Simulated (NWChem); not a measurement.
Species: SiH₂O₂BrF; SMILES O[Si](O)(F)Br

```xyz
7

O      1.5435     1.2347     0.4857
Si     0.0298     0.7838     0.0153
O     -0.2903     1.4724    -1.4563
F     -1.0999     1.2743     1.0821
Br    -0.0495    -1.4250    -0.0023
H      1.7916     2.1394     0.2223
H     -1.1954     1.3645    -1.7973
```
Atoms are numbered in this order, from 1.

Program: NWChem. Pople sets run with spherical d functions. Geometry: optimised at PBE-D3(BJ)/def2-SVP. Vzz is the largest principal value of the second derivative of the potential at the nucleus (NWChem prints the opposite sign); η is the asymmetry. Non-relativistic.

| level | Vzz O1 (a.u.) | η O1 | Vzz O3 (a.u.) | η O3 | Vzz Br5 (a.u.) | η Br5 |
|---|---|---|---|---|---|---|
| PBE/cc-pVTZ | ___ | 0.63 | ___ | 0.66 | 4.367 | 0.05 |
| PBE/6-31G* | 1.333 | 0.66 | 1.318 | 0.68 | 4.376 | 0.05 |
| CAM-B3LYP/def2-SVP | 1.430 | 0.62 | 1.414 | 0.65 | 4.599 | 0.05 |
| CAM-B3LYP/cc-pVTZ | 1.397 | 0.62 | 1.383 | 0.65 | 4.503 | 0.04 |

Task: What belongs in the gaps?

Result: 
- PBE/cc-pVTZ, Vzz O1 (a.u.): 1.361
- PBE/cc-pVTZ, Vzz O3 (a.u.): 1.343
